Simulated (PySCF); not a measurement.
Stepwise substitution at one centre (Sn OH-OCH3). Gas-phase values, no solvent. One relaxed conformer stands for each flexible species; it need not be the lowest. Strings in code marks are SMILES.

The four lowest singlet excitations (Tamm–Dancoff). Calculation: PBE-D3(BJ)/def2-TZVP // PBE0-D4/def2-SVP run with PySCF. Excitations are Tamm–Dancoff values on a coarser integration grid. The basis has no diffuse functions, so Rydberg states are missing or too high.

```tsv
state	energy (eV)	wavelength (nm)	oscillator strength
S1	3.87	320	0.010
S2	3.92	316	0.008
S3	4.67	266	0.060
S4	4.84	256	0.028
```

Q: Say which member gives these states.
A) `C[O][Sn]([O]C)([O]C)[O]C`
B) `[OH][Sn]([OH])([OH])[OH]`
C) `C[O][Sn]([OH])([OH])[O]C`
D) `C[O][Sn]([OH])([OH])[OH]`

A: C, `C[O][Sn]([OH])([OH])[O]C`
